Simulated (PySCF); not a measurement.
**How methods differ on the excitation energy of Br**

Br [Ar] 3d10 4s2 4p5 (2P) → Br [Ar] 3d10 4s2 4p4 4d1 (high-spin determinant), as a difference of total energies. Calculation: PySCF 2.14, in aug-cc-pVTZ-DK; scalar relativity by spin-free X2C-1e. Correlated levels: valence: [Ar] 3d10 frozen. The calculations carry no spin-orbit coupling.

```csv
method,excitation energy (eV)
UHF,10.185
MP2 (valence),10.810
SCS-MP2 (valence),10.907
CCSD (valence),10.751
CCSD(T) (valence),10.751
```

Problem. How much does correlation contribute at CCSD(T) (valence)?

Solution. 10.751 − (10.185) = 0.566 eV, measured against UHF.

The promoted electron is Rydberg-like, and one or two diffuse shells describe it only roughly, which tends to raise the upper state.

The determinant of the upper state mixes LS terms, which raises its energy above the lowest term, most at the Hartree-Fock and MP2 levels.
